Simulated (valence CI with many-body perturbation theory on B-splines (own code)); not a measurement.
# Dy LX: calculated level list

Method: valence CI with perturbative core correlation (CI+MBPT): five valence electrons over a frozen Dirac-Fock core [He], radial functions for each j: 9 s, 9 p, 8 d, 6 f, 3 g, 1 h, with the one-electron correlation potential Σ1, the two-electron term Σ2, the three-electron term Σ3, Breit, model QED; selected CI, second order for the rest, scaled by the run's own slope (own B-spline code, finite nucleus).

No measured spectrum was set against this ion. As an estimate, large intervals hold to a few tenths of a per cent, small ones and those within an open d or f shell to about a per cent. Among the levels kept, up to 4100 cm⁻¹ of a level comes from second order outside the variational space, and about a tenth of that is noise between levels of different J, which matters for small intervals.

Levels 1 to 45 of 62, with energies above the lowest level, (2s^2 2p1/2^2 2p3/2) J=3/2. "Leading %" is the weight of the configuration and term that name the level; weights of strongly mixed levels are sums over their largest components and can fall short, so below about 35 % the name and the second component can differ from the true leading terms, or belong to a minority configuration. In the jj column 3d3/2^4 stands for four electrons in 3d with j = 3/2. Lifetimes count E1, E2, E3, M1 and M2 decay at the calculated energies, and are blank where another channel may lead or the interval is too uncertain; long ones can be off by a factor of two.

| No. | Configuration | Term | J | E (× 10³ cm⁻¹) | Leading % | Leading jj | Lifetime |
| --- | --- | --- | --- | --- | --- | --- | --- |
| 1 | 2s²2p³ | ²P° | 3/2 | 0.00 | 48 | 2s^2 2p1/2^2 2p3/2 (100 %) |  |
| 2 | 2s²2p³ | ⁴S° | 3/2 | 6575.7 | 55 | 2s^2 2p1/2 2p3/2^2 (100 %) | 192 ps |
| 3 | 2s²2p³ | ²D° | 5/2 | 6756.8 | 100 | 2s^2 2p1/2 2p3/2^2 (100 %) | 1.13 ns |
| 4 | 2s²2p³ | ²P° | 1/2 | 7106.8 | 100 | 2s^2 2p1/2 2p3/2^2 (100 %) | 330 ps |
| 5 | 2s2p⁴ | ⁴P | 5/2 | 8919.2 | 71 | 2s 2p1/2^2 2p3/2^2 (100 %) | 974 fs |
| 6 | 2s2p⁴ | ²S | 1/2 | 9650.0 | 64 | 2s 2p1/2^2 2p3/2^2 (100 %) | 255 fs |
| 7 | 2s2p⁴ | ²P | 3/2 | 9661.4 | 50 | 2s 2p1/2^2 2p3/2^2 (100 %) | 141 fs |
| 8 | 2s²2p³ | ²P° | 3/2 | 13697 | 52 | 2s^2 2p3/2^3 (99 %) | 55.5 ps |
| 9 | 2s2p⁴ | ⁴P | 3/2 | 15688 | 84 | 2s 2p1/2 2p3/2^3 (100 %) | 292 fs |
| 10 | 2s2p⁴ | ²D | 5/2 | 15998 | 71 | 2s 2p1/2 2p3/2^3 (100 %) | 290 fs |
| 11 | 2s2p⁴ | ²P | 1/2 | 16425 | 64 | 2s 2p1/2 2p3/2^3 (99 %) | 113 fs |
| 12 | 2s2p⁴ | ²D | 3/2 | 16502 | 53 | 2s 2p1/2 2p3/2^3 (100 %) | 114 fs |
| 13 | 2p⁵ | ²P° | 3/2 | 19088 | 99 | 2p1/2^2 2p3/2^3 (99 %) | 97.1 fs |
| 14 | 2s2p⁴ | ⁴P | 1/2 | 23139 | 37 | 2s 2p3/2^4 (99 %) | 133 fs |
| 15 | 2p⁵ | ²P° | 1/2 | 25876 | 100 | 2p1/2 2p3/2^4 (100 %) | 72.0 fs |
| 16 | 2s²2p²3s | ⁴P | 1/2 | 56224 | 46 | 2s^2 2p1/2^2 3s (100 %) | 7.93 fs |
| 17 | 2s²2p²3p | ²P° | 1/2 | 56935 | 46 | 2s^2 2p1/2^2 3p1/2 (100 %) | 665 fs |
| 18 | 2s²2p²3p | ²P° | 3/2 | 58996 | 34 | 2s^2 2p1/2^2 3p3/2 (100 %) | 685 fs |
| 19 | 2s²2p²3d | ²D | 3/2 | 59639 | 42 | 2s^2 2p1/2^2 3d3/2 (100 %) | 6.23 fs |
| 20 | 2s²2p²3d | ²D | 5/2 | 60249 | 35 | 2s^2 2p1/2^2 3d5/2 (100 %) | 1.14 fs |
| 21 | 2s²2p²3s | ⁴P | 3/2 | 62891 | 88 | 2s^2 2p1/2 2p3/2 3s (100 %) | 11.7 fs |
| 22 | 2s²2p²3s | ²P | 1/2 | 62964 | 67 | 2s^2 2p1/2 2p3/2 3s (100 %) | 5.47 fs |
| 23 | 2s²2p²3s | ²D | 5/2 | 63044 | 64 | 2s^2 2p1/2 2p3/2 3s (100 %) | 10.8 fs |
| 24 | 2s²2p²3s | ²D | 3/2 | 63091 | 64 | 2s^2 2p1/2 2p3/2 3s (100 %) | 5.82 fs |
| 25 | 2s²2p²3p | ⁴P° | 1/2 | 63594 | 48 | 2s^2 2p1/2 2p3/2 3p1/2 (100 %) | 992 fs |
| 26 | 2s²2p²3p | ⁴D° | 3/2 | 63643 | 56 | 2s^2 2p1/2 2p3/2 3p1/2 (100 %) | 899 fs |
| 27 | 2s²2p²3p | ²F° | 5/2 | 63750 | 49 | 2s^2 2p1/2 2p3/2 3p1/2 (100 %) | 678 fs |
| 28 | 2s²2p²3p | ²P° | 3/2 | 64025 | 43 | 2s^2 2p1/2 2p3/2 3p1/2 (99 %) | 346 fs |
| 29 | 2s2p³3s | ⁴P° | 5/2 | 64917 | 46 | 2s 2p1/2^2 2p3/2 3s (95 %) | 16.4 fs |
| 30 | 2s2p³3s | ²P° | 3/2 | 65127 | 33 | 2s 2p1/2^2 2p3/2 3s (96 %) | 6.71 fs |
| 31 | 2s2p³3s | ⁴D° | 1/2 | 65515 | 16 | 2s 2p1/2^2 2p3/2 3s (53 %) | 12.2 fs |
| 32 | 2s²2p²3p | ⁴D° | 5/2 | 65611 | 52 | 2s^2 2p1/2 2p3/2 3p3/2 (96 %) | 239 fs |
| 33 | 2s2p³3s | ²P° | 3/2 | 65632 | 31 | 2s 2p1/2^2 2p3/2 3s (77 %) | 18.1 fs |
| 34 | 2s²2p²3p | ²D° | 3/2 | 65670 | 49 | 2s^2 2p1/2 2p3/2 3p3/2 (92 %) | 114 fs |
| 35 | 2s²2p²3p | ²P° | 1/2 | 65702 | 21 | 2s^2 2p1/2 2p3/2 3p3/2 (58 %) | 14.0 fs |
| 36 | 2s2p³3p | ⁴P | 3/2 | 65711 | 29 | 2s 2p1/2^2 2p3/2 3p1/2 (99 %) | 6.80 fs |
| 37 | 2s2p³3p | ²D | 5/2 | 65719 | 25 | 2s 2p1/2^2 2p3/2 3p1/2 (98 %) | 2.73 fs |
| 38 | 2s²2p²3p | ²F° | 7/2 | 65723 | 64 | 2s^2 2p1/2 2p3/2 3p3/2 (100 %) | 574 fs |
| 39 | 2s²2p²3p | ²P° | 3/2 | 65904 | 29 | 2s^2 2p1/2 2p3/2 3p3/2 (82 %) | 69.9 fs |
| 40 | 2s²2p²3p | ²D° | 5/2 | 65925 | 64 | 2s^2 2p1/2 2p3/2 3p3/2 (99 %) | 500 fs |
| 41 | 2s²2p²3p | ²P° | 1/2 | 66098 | 82 | 2s^2 2p1/2 2p3/2 3p3/2 (94 %) | 101 fs |
| 42 | 2s²2p²3d | ⁴F | 3/2 | 66299 | 23 | 2s^2 2p1/2 2p3/2 3d3/2 (54 %) | 1.90 fs |
| 43 | 2s2p³3p | ²P | 1/2 | 66306 | 32 | 2s 2p1/2^2 2p3/2 3p1/2 (90 %) | 1.81 fs |
| 44 | 2s²2p²3d | ⁴F | 5/2 | 66337 | 53 | 2s^2 2p1/2 2p3/2 3d3/2 (99 %) | 9.91 fs |
| 45 | 2s²2p²3d | ⁴F | 3/2 | 66348 | 20 | 2s^2 2p1/2 2p3/2 3d3/2 (51 %) | 7.21 fs |

The ionisation energy to 2s²2p² ³P0 of the next ion comes out as 12987 eV (NIST: 12986 ± 7 eV (theoretical)). All 62 levels together are meant to be complete up to 68136 × 10³ cm⁻¹.
